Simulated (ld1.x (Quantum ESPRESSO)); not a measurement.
**What one change does to a pseudopotential (tin (Sn), PAW)**

- Element: Sn (Z = 50)
- Generator: ld1.x (Quantum ESPRESSO) 7.5
- Type: PAW
- Functional: Wu–Cohen
- Relativity: scalar-relativistic
- Frozen core: [Kr]
- Valence charge: 14
- Reference configuration: 4d10 5s1.5 5p2.5
- Partial waves: 5s (bound): rcut 1.40, rcutus 1.80 bohr; 5s channel at -0.1 Ry: rcut 1.40, rcutus 1.80 bohr; 5p (bound): rcut 2.50, rcutus 3.00 bohr; 5p channel at 0.8 Ry: rcut 2.50, rcutus 3.00 bohr; 4d (bound): rcut 0.85, rcutus 1.05 bohr; 4d channel at 2.2 Ry: rcut 0.85, rcutus 1.05 bohr
- Local potential: all-electron potential smoothed inside 2.75 bohr (lloc = -1)
- Core correction: Bessel-smoothed model core, default radius (core density twice the valence density)
- Augmentation charge: PSQ, inside the norm-conserving radii

All-electron outer shells of the reference configuration (Wu–Cohen, scalar-relativistic, ld1.x):

```json
{"shell": "4s", "level (eV)": "-134.57", "outermost node (bohr)": "0.40", "outermost maximum (bohr)": "0.74"}
{"shell": "4p", "level (eV)": "-90.37", "outermost node (bohr)": "0.41", "outermost maximum (bohr)": "0.79"}
{"shell": "4d", "level (eV)": "-26.52", "outermost node (bohr)": "0.39", "outermost maximum (bohr)": "0.88"}
{"shell": "5s", "level (eV)": "-11.06", "outermost node (bohr)": "0.98", "outermost maximum (bohr)": "1.99"}
{"shell": "5p", "level (eV)": "-4.03", "outermost node (bohr)": "1.09", "outermost maximum (bohr)": "2.52"}
```

Change: local potential all-electron potential smoothed inside 2.52 bohr (lloc = -1).

Cutoffs: the cutoffs (Ry, on a coarse ladder) from which the occupation-weighted sum of valence levels, in a spherical-Bessel basis at the reference potential, stays within 10 and 1 mRy of its value at 400 Ry; they do not see the model core or the augmentation charge, which bear on the density cutoff. Errors are all-electron minus pseudo energies relative to the spin-unpolarised reference configuration.

Task: What does the change do?

Result: The potential gets neither clearly harder nor softer (110 Ry and 200 Ry → 110 Ry and 230 Ry); a bound ghost appears in s, which as a rule spoils a file; the errors of the 7 common tests hardly move. A state that the projectors do not describe sees the local part alone, so a deeper or shallower local part can create or remove a ghost.

| quantity | base | changed |
| --- | --- | --- |
| cutoff, loose | 110 Ry | 110 Ry |
| cutoff, tight | 200 Ry | 230 Ry |
| bound ghosts | none | s |
| error for 4d10 5s2 5p2, meV [ΔE -3.48 eV] | +0.4 | +0.4 |
| error for 4d10 5s2 5p1, meV [ΔE 3.42 eV] | -1.0 | -1.1 |
| error for 4d10 5s2 5p0, meV [ΔE 17.41 eV] | -5.1 | -5.2 |
| error for 4d10 5s1 5p2, meV [ΔE 11.13 eV] | -2.1 | -2.2 |
| error for 4d10 5s1 5p0, meV [ΔE 48.45 eV] | -16 | -16 |
| error for 4d10 5s0 5p4, meV [ΔE 10.79 eV] | +0.1 | 0.0 |
| error for 4d10 5s1 5p3, meV [ΔE 3.54 eV] | -0.3 | -0.4 |
| s: phases at 3.26 bohr within 0.05 rad from the reference energy up to (Ry; the scan ends near 5) | to the end of the scan | to the end of the scan |
| p: phases at 3.26 bohr within 0.05 rad from the reference energy up to (Ry; the scan ends near 5) | 2.4 | 2.4 |
| d: phases at 3.26 bohr within 0.05 rad from the reference energy up to (Ry; the scan ends near 5) | 4.3 | 4.5 |
| lowest overlap eigenvalue by channel | s 0.71, p 0.59, d 0.96 | s 0.71, p 0.56, d 0.96 |

 A true bound ghost makes a file unfit for plane-wave use even where its test errors are small: the radial tests pick states by their node count and pass the ghost by.
